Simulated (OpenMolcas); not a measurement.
## C2H7NSi (SMILES C=C[SiH2]N): the HOMO–LUMO gap, rung by rung

The species is C2H7NSi (11 atoms), meant as a singlet with charge 0. SMILES: `C=C[SiH2]N`. Geometry: relaxed at PBE0-D4/def2-TZVP. This is one conformer, not always the lowest.

Each level gives the HOMO–LUMO gap (eV). The values are calculated.

```csv
level,kind,program,value (eV),CPU time
BLYP/cc-pVDZ,GGA,OpenMolcas,4.72,78 s
PBE/cc-pVDZ,GGA,OpenMolcas,4.68,77 s
revPBE/cc-pVDZ,GGA,OpenMolcas,4.71,80 s
M06-L/cc-pVDZ,meta-GGA,OpenMolcas,5.17,93 s
B3LYP/cc-pVDZ,global hybrid,OpenMolcas,6.71,69 s
M06-2X/cc-pVDZ,hybrid meta-GGA,OpenMolcas,9.47,86 s
PBE0/cc-pVDZ,global hybrid,OpenMolcas,7.16,68 s
B2PLYP/cc-pVDZ,double hybrid,OpenMolcas,10.00,45 s
```

The values span 4.68 to 10.00 eV. Orbital gaps aren't excitation energies, and those of double hybrids come from the SCF part alone; they tend to grow with the share of exact exchange. CPU times are rough (shared hosts, several kinds of processor): they show what a rung costs within a factor of a few.
